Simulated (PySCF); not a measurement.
**Ionisation energy of Ti¹⁸⁺ by level of theory**

Ti¹⁸⁺ [He] 2s2 (1S) → Ti¹⁹⁺ [He] 2s1 (2S), as a difference of total energies. Computed with PySCF 2.14 in an even-tempered Gaussian basis (19 s from 3.8 bohr⁻², ratio 2.2; 8 p from 6 bohr⁻², ratio 2.4; 6 d from 18 bohr⁻², ratio 2.4; 5 f from 27 bohr⁻², ratio 2.4; 4 g from 40 bohr⁻², ratio 2.4), with the spin-free X2C one-electron Hamiltonian (Gaussian nucleus). Correlated levels: nothing frozen; virtual orbitals above 40 to 60 times the deepest correlated orbital energy dropped. The calculations carry no spin-orbit coupling.

```csv
method,ionisation energy (eV)
UHF,1340.4
LDA,1340.4
PBE,1343.4
PBE0,1343.0
r2SCAN,1340.6
PBEsol,1341.5
PW91,1343.8
MP2 (all electrons),1344.5
SCS-MP2 (all electrons),1345.2
```

How much does correlation contribute at MP2 (all electrons)?

1344.5 − (1340.4) = 4.1 eV, measured against UHF.

For comparison: 1346.3 ± 0.5 eV (semi-empirical (NIST evaluation); NIST Atomic Spectra Database, ionization energies).
